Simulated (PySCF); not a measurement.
A GIAO shielding run with PySCF (density fitting, non-relativistic, gas phase) on `F/C=C1\CC[SiH2]1`, C4H7FSi:

```
$ OMP_NUM_THREADS=1 python probes_run.py task.json out

{"job": {"kind": "nmr", "xc": "PBE0", "basis": "def2-TZVP", "pop": true}, "charge": 0, "multiplicity": 1}
F      2.699029    -0.160189    -1.281244
C      1.811456     0.711286    -0.799203
C      0.651605     0.327603    -0.278149
C      0.090486    -1.079849    -0.122975
C     -1.289005    -0.774640     0.539071
Si    -0.874535     1.083377     0.497480
H      2.158346     1.745828    -0.886723
H     -0.006251    -1.596121    -1.093204
H      0.734196    -1.716913     0.507007
H     -2.150525    -1.081169    -0.071512
H     -1.409212    -1.214741     1.539392
H     -0.692578     1.776091     1.811996
H     -1.721043     1.961738    -0.369829
```

Hardware: 1 thread of an Arm Neoverse V1, shared host. The job also computes population analyses, field gradients, ring-centre shieldings.

Question: How large is the calculation?

Answer: 54 electrons, 234 basis functions and 751 auxiliary functions.

Question: How long does it take, and how much memory does it need?

Answer: 30 s of wall time, with 14 SCF cycles and 5 response iterations; peak memory 1 GiB. Times on a shared host scatter by some tens of per cent.

Question: And these other runs on the same molecule and hardware: GIAO shielding at B3LYP/pcSseg-1; GIAO shielding at B97-D/pcSseg-1; GIAO shielding at BLYP/pcSseg-1; GIAO shielding at BP86/pcSseg-1; GIAO shielding at HF/pcSseg-1; GIAO shielding at KT2/pcSseg-1?

Answer: B3LYP/pcSseg-1: 144 functions, 13 s; B97-D/pcSseg-1: 144 functions, 20 s; BLYP/pcSseg-1: 144 functions, 20 s; BP86/pcSseg-1: 144 functions, 20 s; HF/pcSseg-1: 144 functions, 6.7 s; KT2/pcSseg-1: 144 functions, 21 s.
